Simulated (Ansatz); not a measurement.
A nudged elastic band was laid between two geometries of BFH3NO + H2S (10 atoms, charge 0, multiplicity 1).

All numbers below come from RKS r2SCANh-D4/6-31G* (Ansatz).

* movable images: 5
* climbing image: yes
* spring: 5.0 eV/Å²
* optimiser: quadratic models (default)
* start path: through a guess of the saddle point
* force threshold: 0.05 eV/Å
* iteration limit: 60
* end points: relaxed

Image 0:

```xyz
10
Properties=species:S:1:pos:R:3
B -0.039 -0.326 -0.247
F -0.278 -0.758 1.010
N 1.263 0.082 -0.594
H 2.055 -0.098 0.000
H 1.496 0.336 -1.541
O -1.057 -0.252 -1.150
H -1.896 -0.503 -0.748
S 0.401 2.547 1.990
H 0.831 2.052 0.811
H 0.016 1.330 2.410
```

Image 6:

```xyz
10
Properties=species:S:1:pos:R:3
B -0.035 0.666 -0.268
F -0.013 -0.569 2.353
N 1.177 0.161 -0.770
H 1.230 -0.718 -1.261
H 2.080 0.511 -0.497
O -1.274 0.157 -0.526
H -1.246 -0.666 -1.027
S -0.106 2.178 0.810
H 1.221 2.361 0.931
H -0.241 0.330 2.196
```

Task: Which bonds break or form, and what moves?

Result: Bonds broken: B1–F2, S8–H10. Bonds formed: B1–S8, F2–H10. BFH3NO + H2S becomes BH4NOS + FH.

Task: What energy profile does the band end with?

Result: The run converged. The highest image is number 4 of 0 to 6, 2.01 eV above the first end and 0.87 eV above the last; the last end lies 1.14 eV above the first. A structure lower than the first end lies on the path between it and the top, so the climb from that side starts below the end, which may itself be a saddle point or a shallow side well. Neighbouring images differ by up to 2.0 eV, so the band resolves the path poorly. A vibrational analysis at the climbing image gives one clearly imaginary mode, 820i cm⁻¹: a first-order saddle point. The orbitals stay closed-shell, which can raise the energy where a bond breaks towards radicals; this wasn't checked here.

```json
{"image": "0", "path coordinate (Å)": "0.00", "energy (eV)": "0.00", "B1–F2 (Å)": "1.35", "S8–H10 (Å)": "1.34", "B1–S8 (Å)": "3.67"}
{"image": "1", "path coordinate (Å)": "2.78", "energy (eV)": "-0.01", "B1–F2 (Å)": "1.36", "S8–H10 (Å)": "1.34", "B1–S8 (Å)": "3.80"}
{"image": "2", "path coordinate (Å)": "5.56", "energy (eV)": "-0.02", "B1–F2 (Å)": "1.36", "S8–H10 (Å)": "1.34", "B1–S8 (Å)": "4.03"}
{"image": "3", "path coordinate (Å)": "8.34", "energy (eV)": "0.00", "B1–F2 (Å)": "1.36", "S8–H10 (Å)": "1.34", "B1–S8 (Å)": "3.90"}
{"image": "4", "path coordinate (Å)": "11.12", "energy (eV)": "2.01", "B1–F2 (Å)": "1.69", "S8–H10 (Å)": "1.64", "B1–S8 (Å)": "2.13"}
{"image": "5", "path coordinate (Å)": "15.95", "energy (eV)": "1.17", "B1–F2 (Å)": "3.92", "S8–H10 (Å)": "4.63", "B1–S8 (Å)": "1.85"}
{"image": "6", "path coordinate (Å)": "20.79", "energy (eV)": "1.14", "B1–F2 (Å)": "2.90", "S8–H10 (Å)": "2.31", "B1–S8 (Å)": "1.86"}
```

Task: What is the geometry of the highest image?

Result: 
```xyz
10
Properties=species:S:1:pos:R:3
B 0.086 0.216 -0.066
F -0.176 -0.424 1.480
N 1.402 0.004 -0.546
H 1.501 -0.465 -1.433
H 2.198 0.564 -0.298
O -0.992 -0.174 -0.820
H -1.754 -0.404 -0.278
S -0.211 2.093 0.892
H 1.060 2.308 1.281
H -0.321 0.692 1.729
```

Run time: 27 min on 2 threads of Arm Neoverse N1, on a shared host, peak memory 0.21 GiB.
